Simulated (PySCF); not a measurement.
Bi(Me)2 (C2H6Bi), SMILES [CH3][Bi][CH3], multiplicity 2. Atoms are numbered in the order given.

```xyz
9

Bi     0.0000     0.0000     0.3014
C      1.6520     0.0000    -1.3046
H      2.6389     0.0000    -0.8211
H      1.5427    -0.8980    -1.9298
H      1.5427     0.8980    -1.9298
C     -1.6520     0.0000    -1.3046
H     -1.5427     0.8980    -1.9298
H     -1.5427    -0.8980    -1.9298
H     -2.6389     0.0000    -0.8211
```
Charge 0, spin multiplicity 2.

Geometry: B3LYP-D3(BJ)/def2-SVP. The multiplicity is an assumed one; other spin states were not compared. The isomer is the one that the SMILES or the coordinates give; other isomers of the formula were not compared. The def2 effective core potentials stand for the cores of Bi; spin–orbit coupling is left out.

Method: M06-2X/def2-TZVPD run with PySCF.

Mulliken values depend strongly on the basis, most of all with diffuse functions as here. ESP charges are fitted to the potential on shells at 1.4 to 2.0 van der Waals radii. Atomic charges (e):

```csv
atom,Mulliken,ESP fit,Mulliken spin
Bi1,0.45,0.12,1.09
C2,-1.07,-0.35,-0.04
H3,0.27,0.09,-0.01
H4,0.29,0.10,0.00
H5,0.29,0.10,0.00
C6,-1.07,-0.35,-0.04
H7,0.29,0.10,0.00
H8,0.29,0.10,0.00
H9,0.27,0.09,-0.01
```
